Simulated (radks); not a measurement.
Question: The mean radii <r> (bohr) of the occupied orbitals of an atom or ion are listed with their occupations. Calculated with a radial shooting solver on a logarithmic mesh with Libxc functionals: non-relativistic Kohn-Sham, TPSS, spin-unpolarised, spherical densities, point nucleus; meta-GGA in the generalised Kohn-Sham scheme.

| orbital | occ. | <r> |
|---|---|---|
| 1s | 2 | 0.07731 |
| 2s | 2 | 0.3661 |
| 2p | 6 | 0.3286 |
| 3s | 2 | 1.159 |
| 3p | 6 | 1.264 |
| 4p | 2 | 5.059 |

Name the element and its charge.

Answer: Z = 20, calcium, charge 0: Ca in [Ar] 4p2. The 1s radius gives Z: for a bare nucleus <r> = 1.5/Z, 0.075 bohr for Z = 20, and screening makes it slightly larger (0.07731 here). The occupations add up to 20, and the charge is Z minus that.
